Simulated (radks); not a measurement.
Q: Isoelectronic series with 2 electrons, all held in the configuration [He], which need not be the ground one along the series. Method: non-relativistic Kohn-Sham, LDA (Slater exchange, Perdew-Wang correlation), spin-polarised, spherical densities, point nucleus; computed with a radial shooting solver on a logarithmic mesh with Libxc functionals. Total energies (hartree) and screening constants sigma, defined by e = -(Z - sigma)^2 / (2 n^2) hartree:

ion   E (hartree)     1s
He       -2.83446  0.932
Li+      -7.14218  0.907
Be2+    -13.44391  0.900
B3+     -21.74229  0.896
C4+     -32.03853  0.894
N5+     -44.33326  0.893
O6+     -58.62690  0.893
F7+     -74.91968  0.892

Estimate the row of Ne8+.

A: E (hartree) -93.21178; 1s 0.892.
